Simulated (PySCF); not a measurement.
F2Y (SMILES [F][Y][F]), doublet, at a GFN2-xTB geometry (such geometries of metal compounds can be far from the true shape) (the multiplicity is a formal guess) (core potentials on Y), with bond 3-1 at 1.3 times its length; B3LYP/def2-SV(P) run with PySCF.

PySCF was given this input:
```python
from pyscf import gto, scf, dft

mol = gto.M(
    atom='''
Y     0.450161    0.267329    0.105534
F    -1.350476    0.495460   -1.350794
F    -0.915336   -2.230251    1.129864
''',
    basis='def2-sv(p)',
    ecp={'Y': 'def2-sv(p)'},
    charge=0,
    spin=1,
    verbose=4,
)

mf = dft.UKS(mol)
mf.xc = 'b3lyp'
mf.conv_tol = 1e-6
mf.kernel()
```

### Question
Predict the main parts of the log of this PySCF run.

### Answer

```
PySCF version 2.14.0

[INPUT] verbose = 4
[INPUT] num. atoms = 3
[INPUT] num. electrons = 29
[INPUT] charge = 0
[INPUT] spin (= nelec alpha-beta = 2S) = 1
[INPUT] symmetry False subgroup None
[INPUT] Mole.unit = angstrom
[INPUT] Symbol           X                Y                Z      unit          X                Y                Z       unit  Magmom
[INPUT]  1 Y      0.450161000000   0.267329000000   0.105534000000 AA    0.850681001960   0.505178595154   0.199430356830 Bohr   0.0
[INPUT]  2 F     -1.350476000000   0.495460000000  -1.350794000000 AA   -2.552029777798   0.936283705677  -2.552630710706 Bohr   0.0
[INPUT]  3 F     -0.915336000000  -2.230251000000   1.129864000000 AA   -1.729734351955  -4.214563579037   2.135133518006 Bohr   0.0

nuclear repulsion = 51.3801260458166
number of shells = 22
number of NR pGTOs = 98
number of NR cGTOs = 52
basis = def2-sv(p)
ecp = {'Y': 'def2-sv(p)'}

******** <class 'pyscf.dft.uks.UKS'> ********
method = UKS
initial guess = minao
damping factor = 0
level_shift factor = 0
DIIS = <class 'pyscf.scf.diis.CDIIS'>
diis_start_cycle = 1
diis_space = 8
diis_damp = 0
SCF conv_tol = 1e-06
SCF conv_tol_grad = None
SCF max_cycles = 50
direct_scf = True
direct_scf_tol = 1e-13
number electrons alpha = 15  beta = 14
XC library pyscf.dft.libxc version 7.1.2
    S. Lehtola, C. Steigemann, M. J. T. Oliveira, and M. A. L. Marques,  SoftwareX 7, 1–5 (2018)
XC functionals = b3lyp
    P. J. Stephens, F. J. Devlin, C. F. Chabalowski, and M. J. Frisch,  J. Phys. Chem. 98, 11623 (1994)
radial grids:
    Treutler-Ahlrichs [JCP 102, 346 (1995); DOI:10.1063/1.469408] (M4) radial grids

becke partition: Becke, JCP 88, 2547 (1988); DOI:10.1063/1.454033
pruning grids: <function nwchem_prune>
grids dens level: 3
symmetrized grids: False
atomic radii adjust function: <function treutler_atomic_radii_adjust>
small_rho_cutoff = 0
Set gradient conv threshold to 0.001
tot grids = 50400
init E= -232.195375671844

cycle= 1 E= -237.579339652556  delta_E= -5.38  |g|= 0.696  |ddm|= 3.06
cycle= 2 E= -225.908447010505  delta_E= 11.7  |g|= 2.39  |ddm|= 3.07
cycle= 3 E= -237.515804163459  delta_E= -11.6  |g|= 0.754  |ddm|= 2.97
cycle= 4 E= -237.684617618362  delta_E= -0.169  |g|= 0.434  |ddm|= 0.639
cycle= 5 E= -237.617074445566  delta_E= 0.0675  |g|= 0.683  |ddm|= 1.01
cycle= 6 E= -237.681126224181  delta_E= -0.0641  |g|= 0.524  |ddm|= 0.874
cycle= 7 E= -237.768856541708  delta_E= -0.0877  |g|= 0.304  |ddm|= 0.222
cycle= 8 E= -237.812006029692  delta_E= -0.0431  |g|= 0.0821  |ddm|= 0.233
cycle= 9 E= -237.815604116209  delta_E= -0.0036  |g|= 0.00807  |ddm|= 0.105
cycle= 10 E= -237.81569806929  delta_E= -9.4e-05  |g|= 0.00263  |ddm|= 0.0329
cycle= 11 E= -237.815730005118  delta_E= -3.19e-05  |g|= 0.000806  |ddm|= 0.0266
cycle= 12 E= -237.815736370785  delta_E= -6.37e-06  |g|= 0.000876  |ddm|= 0.0152
cycle= 13 E= -237.815737481429  delta_E= -1.11e-06  |g|= 0.000286  |ddm|= 0.00348
cycle= 14 E= -237.81573801431  delta_E= -5.33e-07  |g|= 0.000172  |ddm|= 0.00328
Extra cycle  E= -237.815738082107  delta_E= -6.78e-08  |g|= 0.000308  |ddm|= 0.00093
converged SCF energy = -237.815738082107  <S^2> = 0.75447736  2S+1 = 2.0044724
```
